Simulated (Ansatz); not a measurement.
Molecule: isocyanic acid, CHNO, net charge 0, singlet state. 
Coordinates optimised at B3LYP-D3(BJ)/def2-TZVP (Ansatz, a quantum-chemistry and plane-wave program):
```xyz
4

N     -1.1014     0.2807     0.2471
C      0.0427    -0.0239    -0.0008
O      1.1482    -0.1990    -0.3207
H     -1.7320    -0.2289     0.8408
```

Wanted: vertical ionisation energy (to the doublet state of charge +1; each state is the SCF solution reached for its spin; the UHF <S^2> is 0.92 for the doublet (pure: 0.75)), in eV. Cores are frozen in the correlated levels unless marked. UHF or UKS for open shells. No spin-orbit coupling. No relativistic terms. Basis-set limits of correlation are two-point, X^-3; Hartree-Fock from the larger set. The bracket is a focal-point correction in the basis named.

RI-MP2/CBS(aug-cc-pVTZ,aug-cc-pVQZ)+[CCSD(T)-MP2]/aug-cc-pVTZ (Ansatz) gives 11.83 eV.

Task: Another calculation gave 11.56 eV. Which level was it?
A) r2SCAN/def2-TZVPD (Ansatz)
B) B2PLYP/def2-TZVPD (Ansatz)
C) SVWN5/def2-TZVPD (Ansatz)

Result: A, r2SCAN/def2-TZVPD (Ansatz). The others give 11.74 (B2PLYP), 11.96 (SVWN5) eV.
